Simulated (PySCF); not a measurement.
## Do core-level shifts follow atomic charges?

C₄H₃FO₂.
SMILES with atom numbers: `[O:1]=[CH:2][C:3]1=[CH:4][C@H:5]([F:6])[O:7]1`

Structure used (GFN2-xTB), in Å, numbered top down from 1:
```xyz
10
C4H3FO2 angstrom
O      2.661   -0.591    0.517
C      1.908    0.251    0.109
C      0.460    0.084    0.012
C     -0.476   -0.852    0.264
C     -1.488    0.175   -0.176
F     -2.213   -0.094   -1.276
O     -0.406    1.073   -0.441
H      2.247    1.242   -0.242
H     -0.521   -1.857    0.619
H     -2.162    0.573    0.591
```

Binding energies: delta-SCF UKS SCAN, pcX-2 on the ionised atom, pcseg-1 elsewhere, spin-free X2C (PySCF). Charges: PBE0/pcSseg-1 ground-state density, for the ionised atom.

```json
{"atom": "C4", "environment": "alkene CH carbon", "C 1s (eV)": "291.11", "Mulliken (e)": "-0.282", "IAO (e)": "-0.227", "Hirshfeld (e)": "-0.069", "ESP (e)": "-0.551"}
{"atom": "C3", "environment": "vinylic carbon bearing oxygen", "C 1s (eV)": "293.12", "Mulliken (e)": "+0.211", "IAO (e)": "+0.169", "Hirshfeld (e)": "+0.070", "ESP (e)": "+0.319"}
{"atom": "C2", "environment": "aldehyde carbon", "C 1s (eV)": "294.00", "Mulliken (e)": "+0.317", "IAO (e)": "+0.238", "Hirshfeld (e)": "+0.129", "ESP (e)": "+0.349"}
{"atom": "C5", "environment": "sp3 C–F carbon", "C 1s (eV)": "295.47", "Mulliken (e)": "+0.491", "IAO (e)": "+0.377", "Hirshfeld (e)": "+0.133", "ESP (e)": "+0.623"}
```

Problem. How well does each charge scheme correlate with the binding energies over these sites?

Solution. Mulliken: r = 0.98, slope 5.4 eV per e; IAO: r = 0.98, slope 6.9 eV per e; ESP: r = 0.95, slope 3.4 eV per e; Hirshfeld: r = 0.94, slope 18.1 eV per e. On 4 points no scheme stands out.

Problem. The point-charge model writes a binding energy as kq + V + constant, with V the potential of the other atoms' charges at the site. What does it give with the Hirshfeld charges?

Solution. V = Σ 14.40 eV Å × q/r over all other atoms: +1.76 eV at C4, -0.63 eV at C3, -1.51 eV at C2, -1.40 eV at C5. Fitting binding energy − V to q gives k = 34.2 eV per e and leaves an rms residual of 0.46 eV, against 0.54 eV for the fit on q alone. The model has no term for differences in relaxation between sites.

The unrestricted hole states depart most from a pure doublet (⟨S²⟩ = 0.75; over 0.85 named) for C 1s of C3 (0.90), which makes this value less certain. The structure is a single GFN2-xTB conformer in the gas phase; no vibrational or solvent corrections.
